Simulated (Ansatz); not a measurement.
Consider the redistribution: `COBCCl` + `O[SiH2]B(O)F` → `OBCCl` + `CO[SiH2]B(O)F`.

Gas-phase electronic energies from Ansatz, PBE0-D4/def2-TZVP geometries. CBS: MP2 limit from def2 TZ/QZ plus the TZ coupled-cluster correction, frozen cores. DFT in def2-TZVPP. Each species was taken in one conformer, which may not be the lowest.

Task: Is it downhill or uphill in electronic energy at CCSD(T)/CBS, and by how much? (Best estimate.)

Result: Ansatz gave: Downhill: ΔE = -16.5 kJ/mol.

Task: What do these levels give: PBE-D4, r2SCAN-D4, ωB97M-V, MP2/def2-QZVPP, HF/CBS(def2), CCSD/CBS(def2)? (Best estimate.)

Result: The calculation gave: PBE-D4 -20.5, r2SCAN-D4 -20.7, ωB97M-V -19.3, MP2/def2-QZVPP -17.1, HF/CBS(def2) -8.4, CCSD/CBS(def2) -15.1 kJ/mol.

Largest T1 diagnostic among the species: 0.013.

In def2-TZVPP, CCSD(T) changes the Hartree–Fock value by −7.4 kJ/mol (the triples alone add −1.3 kJ/mol) and MP2 by −8.4 kJ/mol. The D4 term adds −3.1 kJ/mol with B3LYP and −1.5 kJ/mol with PBE0; it sums over pairs of atoms, weighted by their polarisabilities, and B3LYP, whose exchange is more repulsive, gets the larger term.

B3LYP here is the variant with VWN-RPA as its local correlation; programs differ in this.
